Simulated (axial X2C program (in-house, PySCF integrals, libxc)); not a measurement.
Curves of SeF by EOM-IP-CCSD

Calculated with an axial X2C code built on PySCF integrals: two-component X2C with atomic mean-field Coulomb and Gaunt terms, Gaussian nuclei, basis Se dyall-acv3z, F dyall-av3z with contracted cores.

Energies in eV from the lowest point of the lowest state; states are followed by energy order within each Ω. Reference: SeF⁻, 14 electrons correlated in 92 virtual spinors with an MP2 remainder; levels at this size can be off by some tenths of an eV. Masses 79.917 and 18.998 u.

```csv
R (Å),(1)Ω=3/2,(1)Ω=1/2,(3)Ω=1/2
1.699,0.0080,0.2356,6.9476
1.773,0.0000,0.2299,6.5038
1.847,0.1250,0.3572,6.0161
1.930,0.3710,0.6057,5.6262
2.013,0.6877,0.9247,5.3660
2.124,1.1705,1.4102,5.1488
```

Fit the curves (1)Ω=3/2, (1)Ω=1/2 near their minima.

At EOM-IP-CCSD from SeF⁻ (the fit fixes ωe to about one per cent; ωe of higher roots by this method can be off by ten per cent):

```tsv
state	Te (cm⁻¹)	Re (Å)	ωe (cm⁻¹)
(1)Ω=3/2	0	1.739	714.1
(1)Ω=1/2	1850	1.738	715.7
```

For SeF⁻ at CCSD, and between the minima:

Re = 1.848 Å, ωe = 551.4 cm⁻¹; removing the electron costs 2.221 eV without zero-point terms.

No minimum in range: (3)Ω=1/2; the order of states may turn beyond it. T1 of the reference reaches 0.019 (Lee–Taylor). Curves followed by order can swap character. Number of frozen shells: Se 3 s, 2 p, 1 d; F 1 s. Roots with under 60 % one-particle weight at any point are counted in the labels but not shown, and the list ends where the roots sought for some Ω run out; states that need a further excitation are missing and may lie low or lowest. Curves with a minimum but no constants failed the fit check.
